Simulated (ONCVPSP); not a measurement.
**Before and after: ONCV potential for Rh**

Rh (Z = 45), optimised norm-conserving Vanderbilt (ONCV), made with ONCVPSP 4.0.1 (PBE, scalar-relativistic). Core [Kr], reference 4d8 5s1. Waves: 5s: rc 2.25 bohr, ncon 5, nbas 8, qcut 2.7 1/bohr, 3 projectors, debl 3.5 Ha; p scattering state at 0.35 Ha: rc 2.45 bohr, ncon 4, nbas 7, qcut 2.7 1/bohr, 2 projectors, debl 2.3 Ha; 4d: rc 1.40 bohr, ncon 3, nbas 8, qcut 6.6 1/bohr, 1 projector; f scattering state at 0.08 Ha: rc 1.70 bohr, ncon 3, nbas 7, qcut 6.9 1/bohr, 3 projectors, debl 2.5 Ha. Local part: polynomial inside 1.05 bohr (lpopt 3, dvloc0 2 Ha). Core correction: Teter function fitted to the true core (icmod 2), fcfact 0.7.

Change: all radii but the core radius scaled by about 1.33 (s 3.00, p 3.28, d 1.86, f 2.26 bohr); local potential polynomial inside 1.40 bohr (lpopt 3, dvloc0 2 Ha). In the p channel the program set the typed energies aside and used 0.050, 2.350 Ha.

Cutoffs: the cutoffs (Ha) at which the residual kinetic energy of the hardest occupied pseudo-wave falls to 1 and 0.1 mHa per electron; they do not see the model core or the augmentation charge, which bear on the density cutoff. Errors are all-electron minus pseudo energies relative to the spin-unpolarised reference configuration.

Q: How do hardness, ghosts and transferability respond?

A: The potential gets softer (26 Ha and 123 Ha → 18 Ha and 22 Ha); the bound ghost in s disappears; the lowest positive-energy flag moves from p at 31.3 eV to p at 73.9 eV; of the 4 tests that both files solve, the error grows in 0 and shrinks in 1 by more than 15 % and 0.3 meV (median size 8.5 → 7.0 meV). A larger radius leaves more room for a smooth pseudo-wave, so fewer plane waves are needed.

```csv
quantity,base,changed
"cutoff, loose",26 Ha,18 Ha
"cutoff, tight",123 Ha,22 Ha
loose cutoff by channel,"s 13 Ha, d 26 Ha","s 3.5 Ha, d 18 Ha"
bound ghosts,s,none
GHOST(+) flags under 300 eV,p at 31.3 eV,"p at 73.9 eV, s at 150.5 eV"
"error for 4d8 5s0, meV [ΔE 7.46 eV]",-2.6,-1.4
"error for 4d7 5s0, meV [ΔE 26.97 eV]",-14,-13
"error for 4d6 5s0, meV [ΔE 59.48 eV]",-243,-226
"error for 4d8 5s0.5, meV [ΔE 2.92 eV]",-1.2,-0.9
"rms error of d²Exc/dni dnj with the model core, mHa",0.75,0.81
```

 A true bound ghost makes a file unfit for plane-wave use even where its test errors are small: the radial tests pick states by their node count and pass the ghost by.
